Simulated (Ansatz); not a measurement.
Basis-set extrapolation for `C[SiH](S)[SiH2]Cl` (PBE0-D4/def2-TZVP geometry, frozen core, Ansatz). Multiplicity 1, RHF reference.

|  | def2-TZVPP | def2-QZVPP |
| --- | --- | --- |
| HF | -1476.997223 | -1477.040940 |
| MP2 correlation | -0.791651 | -0.857948 |
| CCSD(T) correlation | -0.905029 | not run |

Energies in hartree. Use E(X) = E(∞) + A·exp(−7.88·√X) for Hartree–Fock and E(X) = E(∞) + B·X^(−2.97) for correlation, with X = 3 and 4, and add CCSD(T) minus MP2 of the smaller set to the MP2 limit.

**Question.** What is the CCSD(T) energy at the basis-set limit?

**Answer.** HF limit: -1477.040940 + (-0.043717) × 0.13774 = -1477.04696. MP2 limit: -0.857948 + (-0.066297) × 0.74074 = -0.90706. Higher-order term: -0.905029 − (-0.791651) = -0.11338. Total: -1478.06740 hartree, 4.49 eV below CCSD(T)/def2-TZVPP.
